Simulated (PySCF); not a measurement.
Zn(OH)(SH) (H₂OSZn), SMILES [OH][Zn][SH]. Atoms are numbered in the order given.

```xyz
5

Zn     0.2713    -0.2341    -0.0482
O      1.6877    -1.2888    -0.2092
H      1.5010    -2.2263    -0.2817
S     -1.3609     1.1543     0.1210
H     -1.3688     1.0900     1.4642
```
Charge 0, spin multiplicity 1.

Geometry: PBE0-D3(BJ)/def2-TZVP. One conformer was computed; it need not be the lowest.

All values below come from PySCF with IEF-PCM-ωB97X/def2-SVP.

The values are the electrostatic part of the solvation free energy, E(continuum) − E(gas) at the gas-phase geometry, in a cavity of scaled van der Waals radii (PySCF's table); cavitation and dispersion terms are not included. A continuum can't describe solvent molecules that bind to the metal. In vacuum the orbital gap is 10.78 eV. The dipole moment in vacuum is 1.80 D.

Computed values in water (ε = 78.36), N,N-dimethylformamide (ε = 37.22), chloroform (ε = 4.71):
| solvent | ε | ΔG(elec) (kcal/mol) | dipole (D) | gap (eV) |
|---|---|---|---|---|
| water | 78.36 | -18.6 | 2.38 | 11.27 |
| N,N-dimethylformamide | 37.22 | -18.1 | 2.36 | 11.25 |
| chloroform | 4.71 | -12.8 | 2.18 | 11.10 |
